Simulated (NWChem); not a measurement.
A calculation on BrClSi

```xyz
3

Si    -1.0962    -0.5090     0.0000
Cl     0.2182    -2.1341     0.0000
Br     0.3325     1.2401     0.0000
```
Charge 0, spin multiplicity 1.

All runs are NWChem calculations. Structure: optimised with PBE0/def2-SVP, a minimum by its harmonic frequencies.

Symmetry labels belong to the abelian group Cs used in the runs, with the axes of the coordinates shown.

The Hamiltonian is non-relativistic. The structure started from a generated list of species.

### Question
List the lowest 4 singlet excitations that CIS/def2-SVPD gives, with oscillator strengths.

### Answer
```json
[
 {"state": "1", "symmetry": "a\"", "energy (eV)": "4.01", "wavelength (nm)": "309", "f": "0.052"},
 {"state": "2", "symmetry": "a\"", "energy (eV)": "5.89", "wavelength (nm)": "210", "f": "0.000"},
 {"state": "3", "symmetry": "a'", "energy (eV)": "6.47", "wavelength (nm)": "192", "f": "0.004"},
 {"state": "4", "symmetry": "a'", "energy (eV)": "6.99", "wavelength (nm)": "177", "f": "0.226"}
]
```
